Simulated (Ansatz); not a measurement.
Calculated with Ansatz (gas phase, PBE0-D4/def2-TZVP geometries, no zero-point term in ΔE). CCSD(T)/CBS is the MP2 limit (def2-TZVPP, def2-QZVPP) plus CCSD(T) − MP2 in def2-TZVPP, frozen cores. This one scheme is used for every species. DFT in def2-TZVPP. HSE06 is defined as in plane-wave codes. For Br outer-core shells are correlated without core-valence functions, which leaves a few kJ/mol of doubt a bond. Scalar relativity is left out up to krypton. Each species was taken in one conformer, which may not be the lowest.

Consider the ligand exchange at the Si–S bond: `CS[SiH](N)Cl` + HBr → `N[SiH](Cl)Br` + CH₃SH.

`CS[SiH](N)Cl`:

Z-matrix (Å, degrees):
```
C
S 1 1.817
H 1 1.089 2 110.3
H 1 1.089 2 106.8 3 118.9
H 1 1.089 2 110.7 3 -122.0
Si 2 2.108 1 100.1 3 73.4
Cl 6 2.061 2 113.5 1 -61.2
N 6 1.703 2 110.5 1 55.5
H 6 1.481 2 104.5 1 -177.0
H 8 1.006 6 120.9 2 -153.6
H 8 1.007 6 120.8 2 54.4
```

HBr:

```xyz
2

Br   -0.547    0.185   -0.414
H     0.547   -0.185    0.414
```

`N[SiH](Cl)Br`:

```xyz
7

N    -0.946   -0.144    0.597
Si    0.421   -0.117   -0.402
Cl   -0.075    0.907   -2.096
Br    2.207    0.884    0.472
H    -1.491    0.693    0.734
H    -0.953   -0.730    1.417
H     0.837   -1.493   -0.723
```

CH₃SH:

Cartesian coordinates in Å:
```
C -0.265 -0.233 -0.342
S 0.855 1.042 0.277
H 0.160 -1.229 -0.225
H -0.393 -0.033 -1.406
H -1.239 -0.178 0.141
H 0.882 0.632 1.555
```

```csv
level,ΔE (eV)
LDA (SPW92),-0.25
r2SCAN0-D4,-0.33
HSE06-D4,-0.30
ωB97M-V,-0.33
BHLYP,-0.40
RPA@PBE/def2-TZVPP,-0.31
CCSD(T)/def2-SVP,-0.29
CCSD/def2-TZVPP,-0.33
```

**Question.** What does CCSD(T)/CBS give? (Estimate.)

**Answer.** Computed: -0.33 eV. The listed levels differ from it by 0.08, 0.00, 0.03, 0.00, -0.07, 0.02, 0.04, 0.00 eV.

Largest T1 diagnostic among the species: 0.010.

At CCSD(T), def2-SVP lies +0.04 eV from the extrapolated value and def2-TZVPP +0.02 eV. Leaving LDA and LC-ωPBE aside and taking each functional with its dispersion term where it has one, the values, not all of them listed here, spread over 0.11 eV, from B2PLYP to revPBE-D4. LDA lies +0.08 eV from PBE without D4. The D4 term adds +0.08 eV with B3LYP and +0.05 eV with PBE0; it sums over pairs of atoms, weighted by their polarisabilities, and B3LYP, whose exchange is more repulsive, gets the larger term.

B3LYP here is the variant with VWN-RPA as its local correlation; programs differ in this.
